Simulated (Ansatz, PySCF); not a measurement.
Species: BiF₂, net charge 1, singlet state. It need not be the lowest isomer of its formula. 
Coordinates optimised at B3LYP-D3(BJ)/def2-TZVP (Ansatz, a first-principles code):
```xyz
3

Bi     0.2024     0.0919     0.0717
F     -1.0953     0.6639    -1.2684
F     -0.7714    -1.5116     0.6075
```
Charge +1, spin multiplicity 1.

Wanted: vertical ionisation energy (to the doublet state of charge +2; each state is the SCF solution reached for its spin; the UHF <S^2> is 0.93 for the doublet (pure: 0.75); for the doublet the Hartree-Fock reference is unstable and T1 is 0.042), in eV. Cores are frozen in the correlated levels unless marked. Open shells are spin-unrestricted. Spin-orbit coupling is left out. The frozen core is the preceding noble-gas configuration, with the filled d and f shells of earlier blocks. Past Kr the def2 sets carry scalar-relativistic core potentials.  The program attaches cautions to a run behind CCSD(T)/def2-SVPD: other roots. The program attaches cautions to a run behind CCSD(T)/def2-TZVPPD: other roots.

```tsv
level	program	vertical ionisation energy (eV)
HF/def2-QZVPPD	Ansatz	18.46
SVWN5/def2-TZVPD	Ansatz	19.75
B3LYP/def2-TZVPD	Ansatz	19.67
PBE0/def2-TZVPD	Ansatz	19.61
M06-2X/def2-TZVPD	PySCF	19.87
wB97X-V/def2-TZVPD	Ansatz	19.78
RI-MP2/def2-QZVPPD	Ansatz	20.71
CCSD(T)/def2-SVPD	Ansatz	19.66
CCSD(T)/def2-TZVPPD	Ansatz	19.73
```

For comparison, minus the highest occupied orbital energy (PySCF): 15.56 eV at TPSS/def2-TZVPD, 15.59 eV at M06-L/def2-TZVPD, 18.00 eV at MN15/def2-TZVPD.
